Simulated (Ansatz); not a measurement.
C$_{2}$H$_{7}$AlFN at its PBE0-D4/def2-TZVP geometry, where that method's forces vanish. Total charge 0; spin multiplicity 1. The bonds changed during the relaxation, so this is another structure than the one it started from.

```xyz
12

C     0.0216    1.2965   -0.7217
N     0.1444    0.1822    0.1933
Al   -0.6233   -1.6037   -0.3495
C     0.7201    0.3222    1.3091
F    -0.1951   -2.4423    1.0457
H     0.5002    1.0284   -1.6657
H    -1.0375    1.4677   -0.9241
H     0.4751    2.2055   -0.3200
H    -2.1736   -1.2554   -0.4986
H     0.2372   -1.9414   -1.6504
H     0.7902   -0.5407    1.9657
H     1.1404    1.2810    1.6163
```

Problem. What forces (eV/Å) does PBE-D4/def2-TZVPP give on these atoms in Ansatz 0.2.0? (An estimate is asked.)

Solution. Computed: 
```
C1   0.003  0.078 -0.040
N2  -0.336 -0.212 -0.573
Al3 -0.115  0.066 -0.279
C4   0.315  0.077  0.608
F5   0.099 -0.249  0.355
H6   0.082 -0.049 -0.206
H7  -0.215  0.036 -0.063
H8   0.092  0.200  0.073
H9  -0.097  0.035 -0.013
H10  0.057 -0.009 -0.087
H11  0.017 -0.185  0.145
H12  0.097  0.212  0.077
```
